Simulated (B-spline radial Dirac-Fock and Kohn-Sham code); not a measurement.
X-ray scattering factor of V¹⁴⁺

System: V¹⁴⁺ in the configuration [He] 2s2 2p5.

Model: configuration-average Dirac-Fock orbitals. Program: a radial atomic solver. f₀ is the Fourier transform of the spherical electron density, S the Waller-Hartree incoherent function, and s = sin θ/λ.

```
s (Å⁻¹)     f₀      S
      0  9.000  0.000
   0.05  8.988  0.014
    0.1  8.953  0.057
   0.15  8.895  0.126
    0.2  8.814  0.223
   0.25  8.712  0.344
    0.3  8.590  0.490
   0.35  8.448  0.656
    0.4  8.288  0.842
   0.45  8.113  1.045
    0.5  7.923  1.263
    0.6  7.507  1.732
    0.7  7.055  2.229
    0.8  6.581  2.736
    0.9  6.100  3.238
      1  5.623  3.721
    1.1  5.160  4.176
    1.2  4.719  4.597
    1.4  3.925  5.327
    1.6  3.265  5.908
    1.8  2.739  6.360
      2  2.334  6.708
    2.5  1.709  7.290
      3  1.404  7.664
    3.5  1.228  7.948
      4  1.098  8.180
      5  0.874  8.521
      6  0.679  8.730
```

f₀ starts at the number of electrons, 9, and has fallen to half at s ≈ 1.26 Å⁻¹. The sum of ⟨r²⟩ over the electrons is 0.6395 bohr².

Values without a named source are computed, but for edge energies of neutral atoms, which are taken from tables.
